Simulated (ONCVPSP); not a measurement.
bismuth (Bi): variants of one ONCV potential

Base potential:

Bi (Z = 83), optimised norm-conserving Vanderbilt (ONCV), made with ONCVPSP 4.0.1 (PBE, scalar-relativistic). Core [Xe] 4f14, reference 5d10 6s2 6p3. Waves: 6s: rc 2.00 bohr, ncon 4, nbas 8, qcut 3.4 1/bohr, 2 projectors, debl 2.4 Ha; 6p: rc 2.25 bohr, ncon 4, nbas 9, qcut 3.6 1/bohr, 2 projectors, debl 0.7 Ha; 5d: rc 1.60 bohr, ncon 5, nbas 9, qcut 10.1 1/bohr, 2 projectors, debl 1.9 Ha; f scattering state at 0.06 Ha: rc 2.10 bohr, ncon 4, nbas 8, qcut 4.7 1/bohr, 1 projector. Local part: polynomial inside 1.05 bohr (lpopt 5, dvloc0 0 Ha). Core correction: Teter function, fcfact 3, rcfact 1.65.

Cutoffs, loose and tight: the cutoffs (Ha) at which the residual kinetic energy of the hardest occupied pseudo-wave falls to 1 and 0.1 mHa per electron. They do not see the model core or the augmentation charge, which bear on the density cutoff. Test errors are all-electron minus pseudo excitation energies from the reference, over the configurations 5d10 6s2 6p2; 5d10 6s2 6p1; 5d10 6s2 6p0; 5d10 6s1 6p3. A dash means not determined; rows that change the core or the reference have their own tests.

A true bound ghost makes a file unfit for plane-wave use even where its test errors are small: the radial tests pick states by their node count and pass the ghost by.

| change | outcome | cutoff, loose | cutoff, tight | bound ghosts | GHOST(+) flags above zero | largest test error (meV) |
| --- | --- | --- | --- | --- | --- | --- |
| base | generated | 27 Ha | 38 Ha | s, p | s, f | -88 |
| core correction Teter function, fcfact 6, rcfact 1.05 | generated | 27 Ha | 38 Ha | s, p | s, f | -18 |
| d: qcut 9.5 | generated | 27 Ha | 38 Ha | s, p | s, f | -88 |
| local potential polynomial inside 1.05 bohr (lpopt 5, dvloc0 -2 Ha) | generated | 27 Ha | 38 Ha | s, p | s, f | -88 |
| core correction Teter function, fcfact 3, rcfact 0.92 | generated | 27 Ha | 38 Ha | s, p | s, f | -17 |
| f: rc 2.02 | generated | 27 Ha | 38 Ha | s, p | s, f | -88 |
| p: debl 5.45 | generated | 27 Ha | 38 Ha | s, p | s, f | -88 |

(1) What comes out with this change to the base: core correction Teter function, fcfact 7.7, rcfact 1.65?

(2) What comes out with this change to the base: functional LDA (Perdew-Zunger)?

Results:

(1) outcome: generated; cutoff, loose: 27 Ha; cutoff, tight: 38 Ha; bound ghosts: s, p; GHOST(+) flags above zero: s, f; largest test error (meV): -196.

(2) outcome: generated; cutoff, loose: 27 Ha; cutoff, tight: 39 Ha; bound ghosts: s, p; GHOST(+) flags above zero: s, f; largest test error (meV): -50.
